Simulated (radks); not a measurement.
The numbers below are computed, except where a source is named.
Isoelectronic series with 31 electrons, each ion in its NIST ground configuration. Code: a radial shooting solver on a logarithmic mesh with Libxc functionals. Model: non-relativistic Kohn-Sham, PBEsol, spin-polarised, spherical densities, point nucleus; open shells are filled with parallel spins first (spin-orbit coupling, left out, can overturn this in heavy ions). Total energies (hartree) and screening constants sigma, defined by e = -(Z - sigma)^2 / (2 n^2) hartree (* marks an orbital that is empty in some or all of the ions):

| ion | configuration | E (hartree) | 4d up* | 4p down* | 4p up | 4s down |
|---|---|---|---|---|---|---|
| Zr9+ | [Ar] 3d10 4s2 4p1 | -3514.51665 | 27.992 | 26.329 | 26.233 | 25.363 |
| Nb10+ | [Ar] 3d10 4s2 4p1 | -3722.51058 | 27.880 | 26.211 | 26.117 | 25.247 |
| Mo11+ | [Ar] 3d10 4s2 4p1 | -3936.71715 | 27.779 | 26.106 | 26.014 | 25.142 |
| Tc12+ | [Ar] 3d10 4s2 4p1 | -4157.13352 | 27.688 | 26.011 | 25.921 | 25.048 |
| Ru13+ | [Ar] 3d10 4s2 4p1 | -4383.75729 | 27.605 | 25.925 | 25.836 | 24.961 |
| Rh14+ | [Ar] 3d10 4s2 4p1 | -4616.58640 | 27.529 | 25.847 | 25.759 | 24.882 |
| Pd15+ | [Ar] 3d10 4s2 4p1 | -4855.61909 | 27.459 | 25.775 | 25.688 | 24.810 |
| Ag16+ | [Ar] 3d10 4s2 4p1 | -5100.85383 | 27.395 | 25.709 | 25.623 | 24.743 |
| Cd17+ | [Ar] 3d10 4s2 4p1 | -5352.28928 | 27.335 | 25.647 | 25.563 | 24.681 |
| In18+ | [Ar] 3d10 4s2 4p1 | -5609.92427 | 27.280 | 25.591 | 25.507 | 24.623 |
| Sn19+ | [Ar] 3d10 4s2 4p1 | -5873.75778 | 27.229 | 25.538 | 25.455 | 24.569 |
| Sb20+ | [Ar] 3d10 4s2 4p1 | -6143.78888 | 27.181 | 25.489 | 25.406 | 24.519 |
| Te21+ | [Ar] 3d10 4s2 4p1 | -6420.01678 | 27.136 | 25.443 | 25.361 | 24.472 |
| I22+ | [Ar] 3d10 4s2 4p1 | -6702.44073 | 27.094 | 25.399 | 25.318 | 24.427 |
| Xe23+ | [Ar] 3d10 4s2 4p1 | -6991.06010 | 27.054 | 25.359 | 25.278 | 24.386 |
| Cs24+ | [Ar] 3d10 4s2 4p1 | -7285.8743 | 27.017 | 25.321 | 25.241 | 24.346 |
| Ba25+ | [Ar] 3d10 4s2 4p1 | -7586.8828 | 26.981 | 25.285 | 25.205 | 24.309 |
